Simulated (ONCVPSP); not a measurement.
# What one change does to a pseudopotential (nitrogen (N), ONCV)

nitrogen, optimised norm-conserving Vanderbilt (ONCV), made with ONCVPSP 4.0.1 (LDA (Perdew-Wang 92), non-relativistic). Core [He], reference 2s2 2p3. Waves: 2s: rc 0.70 bohr, ncon 4, nbas 9, qcut 9.7 1/bohr, local; 2p: rc 1.50 bohr, ncon 3, nbas 7, qcut 11.1 1/bohr, 2 projectors, debl 3.9 Ha; d scattering state at 0.02 Ha: rc 1.30 bohr, ncon 4, nbas 8, qcut 7.5 1/bohr, 2 projectors, debl 1.9 Ha. Local part: the s channel. Core correction: Teter function, fcfact 5, rcfact 1.65.

All-electron outer shells of the reference configuration (LDA (PZ), non-relativistic, ld1.x):

| shell | level (eV) | outermost node (bohr) | outermost maximum (bohr) |
| --- | --- | --- | --- |
| 1s | -381.29 | – | 0.15 |
| 2s | -18.40 | 0.32 | 1.02 |
| 2p | -7.25 | – | 0.97 |

Change: all radii but the core radius scaled by about 1.15 (s 0.80, p 1.74, d 1.50 bohr).

Cutoffs: the cutoffs (Ha) at which the residual kinetic energy of the hardest occupied pseudo-wave falls to 1 and 0.1 mHa per electron; they do not see the model core or the augmentation charge, which bear on the density cutoff. Errors are all-electron minus pseudo energies relative to the spin-unpolarised reference configuration.

Problem. How do hardness, ghosts and transferability respond?

Solution. The potential gets softer (47 Ha and 445 Ha → 31 Ha and 39 Ha); of the 4 tests that both files solve, the error grows in 3 and shrinks in 0 by more than 15 % and 0.3 meV (median size 50.7 → 82.6 meV); neither file shows a bound ghost. A larger radius leaves more room for a smooth pseudo-wave, so fewer plane waves are needed. More of the atom is replaced by a form fitted at one configuration, so other configurations suffer.

| quantity | base | changed |
| --- | --- | --- |
| cutoff, loose | 47 Ha | 31 Ha |
| cutoff, tight | 445 Ha | 39 Ha |
| loose cutoff by channel | s 47 Ha, p 32 Ha | s 31 Ha, p 27 Ha |
| bound ghosts | none | none |
| GHOST(+) flags under 300 eV | none | none |
| error for 2s2 2p2, meV [ΔE 13.74 eV] | +7.8 | +15 |
| error for 2s2 2p1, meV [ΔE 42.71 eV] | +65 | +126 |
| error for 2s2 2p0, meV [ΔE 89.89 eV] | +255 | +487 |
| error for 2s0 2p5, meV [ΔE 22.39 eV] | +36 | +39 |
| rms error of d²Exc/dni dnj with the model core, mHa | 0.91 | 0.92 |
